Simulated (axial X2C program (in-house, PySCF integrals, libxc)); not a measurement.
# Potential curves of SbO, without spin–orbit coupling

Calculated with an in-house relativistic program for diatomic molecules. Spin-free means the one-electron spin-free X2C Hamiltonian. Basis: Sb dyall-cv3z [11s12p8d4f1g], O dyall-av3z [7s6p3d2f] (cores contracted in-house); Gaussian nuclei, density fitting, unrestricted open shells. Masses: Sb 120.904 u, O 15.995 u.

State: M_S = 1/2, Λ = 1 (beyond evenly filled blocks: π+α). Energies in eV from the fragments at the same level (Sb + O). Fits are polynomials in 1 − R0/R over 0.85 to 1.23 times the lowest point R0.

```tsv
R (Å)	PBE0
1.5756	-2.3008
1.6480	-3.2671
1.7023	-3.6742
1.7567	-3.8793
1.8110	-3.9300
1.8744	-3.8445
1.9378	-3.6474
2.0193	-3.2999
2.1189	-2.8601
```

One determinant describes the state; a PBE0 search over occupations chose it and may have missed a lower one. De is counted from the lowest determinant-based energies of the atoms at the same level, without counterpoise correction. The functionals have no current-density term, which raises determinants with orbital currents, atoms included. The determinant is spin-polarised beyond a pure state at some levels (its spin-free form has ⟨S²⟩ too high), which makes Re and μ there less reliable. The stretched end of a curve changes character and is left out.

Q: What are Re, ωe and De at the PBE0 level?

A: At PBE0, spin-free: Re = 1.805 Å, ωe ≈ 883 cm⁻¹, De = 3.93 eV to Sb + O; Be follows as 0.366 cm⁻¹.
